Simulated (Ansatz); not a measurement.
CH7NO2Si (`CO[SiH](N)O`), relaxed with RKS PBE-D4/def2-SVP in Ansatz from a rough embedded geometry. The force threshold is 0.03 eV/Å; the program also tests the step.

The species carries charge 0 and has multiplicity 1.

Start:

```xyz
12

C     1.329   -1.419   -0.007
O     0.940   -0.109   -0.216
Si   -0.504    0.352    0.363
N    -0.732    2.021   -0.179
O    -1.747   -0.412   -0.338
H     0.615   -2.136   -0.594
H     2.298   -1.570   -0.484
H     1.354   -1.702    0.997
H    -0.619    0.335    1.871
H    -0.395    1.943   -1.132
H    -0.045    2.515    0.322
H    -2.495    0.183   -0.603
```

(1) How much energy does the relaxation release, and in how many steps? (Estimate.)

(2) Which bonds change most? (Estimate.)

(3) Give the relaxed structure. (Best estimate.)

Results:

(1) Ansatz gave: 0.68 eV, in 12 steps, 3 of them rejected.

(2) Ansatz gave: C1–H8 from 1.044 to 1.116 Å; Si3–O5 from 1.619 to 1.678 Å; C1–H6 from 1.170 to 1.113 Å; O2–Si3 from 1.623 to 1.672 Å.

(3) Computed: 
```xyz
12

C     1.310   -1.567   -0.043
O     0.995   -0.192   -0.151
Si   -0.473    0.471    0.299
N    -0.620    2.113   -0.212
O    -1.615   -0.499   -0.457
H     0.576   -2.206   -0.583
H     2.314   -1.738   -0.484
H     1.345   -1.907    1.019
H    -0.622    0.478    1.795
H    -0.414    2.352   -1.186
H    -0.274    2.843    0.415
H    -2.522   -0.150   -0.413
```
